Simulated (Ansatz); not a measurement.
C₂H₅BN₂, SMILES NB1C=NC1.

Coordinates come from a PBE0-D3(BJ)/def2-SVP optimisation. The structure was generated by enumeration, and PubChem lists no compound with its InChIKey, so it may never have been made. One conformer was computed; it need not be the lowest.

Two levels are set side by side: PBE/def2-TZVPD (Ansatz, a quantum-chemistry and plane-wave program) and PBE0/def2-TZVPD (Ansatz). Energy differences of separate SCF runs at the same geometry; the states with an electron removed or added have multiplicity 2 and 2. Differences are taken from unrounded values.

```tsv
quantity	PBE0	PBE	PBE minus PBE0
vertical ionisation energy (eV)	9.02	8.91	-0.11
vertical singlet–triplet gap (eV)	3.04	3.00	-0.03
```

On these quantities the two levels nearly agree.
